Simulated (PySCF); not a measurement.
`C[SiH2][C@H]([SiH3])[Si@@H](N)F`, C$_{2}$H$_{12}$FNSi$_{3}$

Molfile (atoms numbered from 1):
```
C2H12FNSi3
     RDKit          3D

 19 18  0  0  0  0  0  0  0  0999 V2000
   -2.3876   -1.0193    0.0406 C   0  0  0  0  0  0  0  0  0  0  0  0
   -1.3545   -0.0047    1.2638 Si  0  0  0  0  0  4  0  0  0  0  0  0
    0.2518    0.5950    0.4290 C   0  0  2  0  0  0  0  0  0  0  0  0
   -0.0428    1.5946   -1.1582 Si  0  0  0  0  0  4  0  0  0  0  0  0
    1.4782   -0.8159    0.1577 Si  0  0  1  0  0  4  0  0  0  0  0  0
    3.0060   -0.1524   -0.2546 N   0  0  0  0  0  0  0  0  0  0  0  0
    1.7808   -1.5766    1.5515 F   0  0  0  0  0  0  0  0  0  0  0  0
   -2.7211   -0.4082   -0.7929 H   0  0  0  0  0  0  0  0  0  0  0  0
   -1.8199   -1.8514   -0.3641 H   0  0  0  0  0  0  0  0  0  0  0  0
   -3.2703   -1.4281    0.5225 H   0  0  0  0  0  0  0  0  0  0  0  0
   -1.0535   -0.8142    2.4512 H   0  0  0  0  0  0  0  0  0  0  0  0
   -2.1300    1.1734    1.6906 H   0  0  0  0  0  0  0  0  0  0  0  0
    0.7194    1.2778    1.1436 H   0  0  0  0  0  0  0  0  0  0  0  0
   -1.1213    2.5673   -0.9623 H   0  0  0  0  0  0  0  0  0  0  0  0
   -0.3900    0.7076   -2.2749 H   0  0  0  0  0  0  0  0  0  0  0  0
    1.1741    2.3274   -1.5358 H   0  0  0  0  0  0  0  0  0  0  0  0
    0.9697   -1.8957   -0.6858 H   0  0  0  0  0  0  0  0  0  0  0  0
    3.0784    0.4694   -1.0407 H   0  0  0  0  0  0  0  0  0  0  0  0
    3.8229   -0.7370   -0.1885 H   0  0  0  0  0  0  0  0  0  0  0  0
  1  2  1  0
  2  3  1  0
  3  4  1  0
  3  5  1  0
  5  6  1  0
  5  7  1  0
  1  8  1  0
  1  9  1  0
  1 10  1  0
  2 11  1  0
  2 12  1  0
  3 13  1  1
  4 14  1  0
  4 15  1  0
  4 16  1  0
  5 17  1  6
  6 18  1  0
  6 19  1  0
M  END
```

Computed, not measured: PySCF, TDDFT CAM-B3LYP/def2-SVPD circular dichroism and optical rotation, one conformer, gas phase. Geometry: GFN2-xTB.

The molecule is flexible and this is one conformer; a measurement averages over conformers.

Task: Draw the ECD and absorption spectra from the lowest 8 states, each a Gaussian of half-width 0.3 eV at 1/e height.

Result: 
| E (eV) | λ (nm) | Δε (L mol⁻¹ cm⁻¹) | ε (L mol⁻¹ cm⁻¹) |
| --- | --- | --- | --- |
| 6.28 | 197 | +0.63 | 95.3 |
| 6.38 | 194 | +1.72 | 259 |
| 6.48 | 191 | +3.75 | 564 |
| 6.58 | 188 | +6.59 | 985 |
| 6.68 | 186 | +9.41 | 1380 |
| 6.78 | 183 | +11.17 | 1560 |
| 6.88 | 180 | +11.57 | 1430 |
| 6.98 | 178 | +11.37 | 1090 |
| 7.08 | 175 | +11.33 | 737 |
| 7.18 | 173 | +11.26 | 479 |
| 7.28 | 170 | +10.45 | 335 |
| 7.38 | 168 | +9.06 | 295 |
| 7.48 | 166 | +8.71 | 417 |
| 7.58 | 164 | +11.54 | 832 |
| 7.68 | 161 | +18.34 | 1660 |
| 7.78 | 159 | +27.17 | 2870 |
| 7.88 | 157 | +33.86 | 4170 |
| 7.98 | 155 | +35.00 | 5140 |
| 8.08 | 153 | +30.82 | 5480 |
| 8.18 | 152 | +24.47 | 5160 |

Δε uses R in velocity form, ε uses f in length form. Only the states computed contribute, so the short-wavelength end is incomplete.
